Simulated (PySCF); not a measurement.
Orbital picture of ZrN

PBE0 at R = 1.692 Å; Zr cc-pVDZ-PP with ECP28, N cc-pVDZ; scalar-relativistic core potentials (PySCF 2.14). State: quartet, unpaired electrons σ ↑, π ↑, δ ↑, a mixture of terms (⟨Lz²⟩ = 5.0), a second solution, started from another occupation. Only the outer orbitals are listed, counted within each symmetry, core potentials removing the inner ones.

| spin | orbital | occ. | ε (eV) | on Zr (%) | main shells (%) |
| --- | --- | --- | --- | --- | --- |
| α | 4σ | 1 | -19.25 | 24 | 76 N s, 9 Zr d, 9 Zr p |
| α | 2π | 1 | -9.60 | 27 | 73 N p, 23 Zr d |
| α | 2π | 1 | -8.29 | 34 | 66 N p, 30 Zr d |
| α | 5σ | 1 | -7.74 | 37 | 56 N p, 31 Zr d |
| α | 6σ | 1 | -4.87 | 97 | 81 Zr s, 9 Zr d |
| α | 1δ | 1 | -4.67 | 100 | 100 Zr d |
| α | 1δ | 0 | -1.64 | 100 | 98 Zr d |
| α | 3π | 0 | -1.51 | 98 | 73 Zr p, 25 Zr d |
| α | 3π | 0 | -1.33 | 97 | 76 Zr p, 21 Zr d |
| β | 1π | 1 | -32.73 | 100 | 100 Zr p |
| β | 1π | 1 | -32.72 | 100 | 100 Zr p |
| β | 4σ | 1 | -17.73 | 24 | 76 N s, 10 Zr d, 8 Zr p |
| β | 2π | 1 | -7.77 | 32 | 68 N p, 28 Zr d |
| β | 5σ | 1 | -7.17 | 35 | 59 N p, 28 Zr d |
| β | 2π | 0 | -4.39 | 42 | 57 N p, 39 Zr d |
| β | 6σ | 0 | -2.07 | 100 | 87 Zr s |
| β | 1δ | 0 | -0.79 | 100 | 100 Zr d |

Which are the highest filled and the lowest empty level, where do they sit, and how wide is the gap?

Highest filled α 1δ at -4.67 eV (in %: 100 Zr d); lowest empty β 2π at -4.39 eV (in %: 57 N p, 39 Zr d); the gap at PBE0 is 0.28 eV.

| Item | Value |
| --- | --- |
| bond order (Mayer) | 2.53 |
| ⟨S²⟩ | 3.753 |
| charge on Zr (Mulliken, basis-dependent) | 0.10 |
| charge on Zr (Löwdin, basis-dependent) | 0.15 |
| dipole moment (positive dipole means Zr(−)N(+)) | -3.33 D |

Spin–orbit coupling is left out.
